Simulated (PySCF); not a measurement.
Compound: C5H4FN2 (doublet state).
Structure used (GFN2-xTB), in Å, numbered top down from 1:
```
atom  x, y, z in Å
N1     3.1984   -0.6937   -0.8532
C2     2.1073   -0.4129   -0.6005
C3     0.8031   -0.0933   -0.2865
C4     0.0330    0.9903   -0.7212
F5     0.4448    1.9508   -1.5520
C6    -1.2262    0.9364   -0.1680
N7    -1.3352   -0.1974    0.5826
C8    -0.0722   -0.8961    0.6381
H9    -2.0434    1.6168   -0.2996
H10   -2.0524   -0.3364    1.2720
H11    0.3333   -0.9293    1.6606
H12   -0.1893   -1.9358    0.3017
```

As a line formula: `C1C(C#N)=C([CH]N1)F` [radical].

Computed, not measured: UKS B3LYP, pcH-1 on C F H N, non-relativistic, mean-field spin-orbit, GIAO (PySCF 2.14.0). Isolated species at its GFN2-xTB geometry, gas phase. Couplings are sensitive to structure, and on GFN2-xTB geometries they can be far from those on DFT ones. Stability of the SCF solution: not tested.

Largest spin populations (Mulliken): C3 (+0.41), C6 (+0.39), N1 (+0.19) and N7 (+0.19). Four atoms exceed +0.15.

**Question.** Find Q in a(H) = Q·ρ(C) for the protons on the planar carbons that carry spin.

**Answer.** 
```tsv
H	C	ρ(C)	a(H) (G)	a/ρ (G)
H9	C6	+0.387	-10.21	-26.4
```

One proton gives one ratio, Q = -26.4 G, and no test of linearity.

Couplings in gauss use g_iso = 2.0030.

On Arm Neoverse V2, one thread, on a shared host, this took 45 s (with the writing of density and orbital grids) and 0.88 GiB of memory at its peak.
